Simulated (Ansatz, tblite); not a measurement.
Cost and result up the ladder for (NaI)2 ring (Na₂I₂) (4 atoms). Charge 0, multiplicity 1. Geometry: PBE0-D4/def2-SVP.

```
atom   x (Å)   y (Å)   z (Å)
 Na1   0.795   0.165  -1.525
  I2   1.496  -1.718   0.594
 Na3  -0.795  -0.165   1.525
  I4  -1.496   1.718  -0.594
```

Ansatz on 4 threads of Arm Neoverse V1 on a shared host; xTB runs through tblite on one thread. Times are rough, summed over both states, and most runs start from the orbitals of an earlier one. PBE0-D4/def2-TZVP serves as the yardstick here, not as an exact answer. The other state is a triplet.

In the def2 sets I takes a core potential; there is no spin–orbit coupling. The xTB rows come from tblite.

xTB has no spin-polarisation term.

```
                          level  functions  wall time
                       GFN1-xTB         26    0.007 s
                       GFN2-xTB         26    0.007 s
               PBE-D4/def2-TZVP        164      6.1 s
PBE0-D4/def2-TZVP (with forces)        164       18 s
```

Problem. Estimate what each level gives for the vertical triplet (eV).

Solution. 
```tsv
level	vertical triplet (eV)	difference from PBE0-D4/def2-TZVP (eV)
GFN1-xTB	5.33	0.84
GFN2-xTB	4.30	-0.19
PBE-D4/def2-TZVP	3.99	-0.51
PBE0-D4/def2-TZVP (with forces)	4.49	0.00
```
